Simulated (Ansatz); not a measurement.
Reaction (SMILES): [Si](Br)Br (closed-shell singlet) → 2 Br atom + Si atom
B3LYP-D3(BJ)/def2-TZVP geometries, fixed; electronic energies without zero-point terms.

Energies in hartree at PBE with Ansatz (a first-principles code); the atomisation energy is their sum with the coefficients shown, times 627.509 kcal/mol a hartree. All functions are spherical. The program fits the integrals of some runs and decomposes those of others, by size. Open shells are unrestricted. No added dispersion term, no relativity.

| species | coefficient | part | cc-pV(D+d)Z | cc-pV(T+d)Z | cc-pV(Q+d)Z |
|---|---|---|---|---|---|
| Br[Si]Br (closed-shell singlet) | -1 | PBE | -5436.89759 | -5437.05558 | -5437.06468 |
| Br atom | +2 | PBE | -2573.69274 | -2573.76683 | -2573.76991 |
| Si atom | +1 | PBE | -289.21917 | -289.22661 | -289.22964 |

### Question
Predict the atomisation energy in cc-pV(5+d)Z (X = 5): let each PBE step shrink by the ratio of the last two. Compare with the run.

### Answer

- Br[Si]Br (closed-shell singlet): steps -0.15799 and -0.00910, ratio 0.058, so PBE -5437.06521 (run: -5437.07846).
- Br atom: steps -0.07409 and -0.00308, ratio 0.042, so PBE -2573.77004 (run: -2573.77526).
- Si atom: steps -0.00744 and -0.00303, ratio 0.407, so PBE -289.23087 (run: -289.23264).
Predicted 184.65 kcal/mol; the run in cc-pV(5+d)Z gives 185.30, a miss of -0.65. Keeping the value in cc-pV(Q+d)Z, 185.25, would miss by -0.05. All sums are of the energies as printed.
